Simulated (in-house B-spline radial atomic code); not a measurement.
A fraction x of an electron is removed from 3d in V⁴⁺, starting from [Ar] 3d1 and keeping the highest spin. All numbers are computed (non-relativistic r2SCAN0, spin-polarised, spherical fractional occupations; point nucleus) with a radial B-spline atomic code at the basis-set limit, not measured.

Caution: exact exchange at fractional occupations of open shells leaves self-interaction of up to several eV.

```
   x  E(x) - E(0) (eV)  3d up level (eV)
   0            0.0000           -54.213
0.07            3.8378           -55.439
0.22           12.3523           -58.093
0.29           16.4625           -59.343
0.45           26.1878           -62.229
 0.5           29.3220           -63.139
0.61           36.3779           -65.153
0.71           42.9853           -66.998
0.79           48.4046           -68.484
 0.9           56.0509           -70.541
   1           63.1989                 -
```

The exact functional would give a straight line between the two integer points. Deviations E(x) - E(0) - x[E(1) - E(0)], in eV: -0.586 at x = 0.07, -1.551 at x = 0.22, -1.865 at x = 0.29, -2.252 at x = 0.45, -2.277 at x = 0.5, -2.173 at x = 0.61, -1.886 at x = 0.71, -1.523 at x = 0.79, -0.828 at x = 0.9.

The curve lies below the straight line by up to 2.277 eV (at x = 0.5): convex, the delocalisation error, to which spherically averaged exact exchange adds.

(1) How well does Slater's transition state (minus the level at half occupation) give the ionisation energy?

Results:

(1) It gives 63.139 eV against 63.199 eV from the two total energies; NIST lists 65.28 eV, ground level to ground level. The end point has an open shell averaged over its orbitals, so its exact exchange keeps a self-interaction and this is no true integer point.
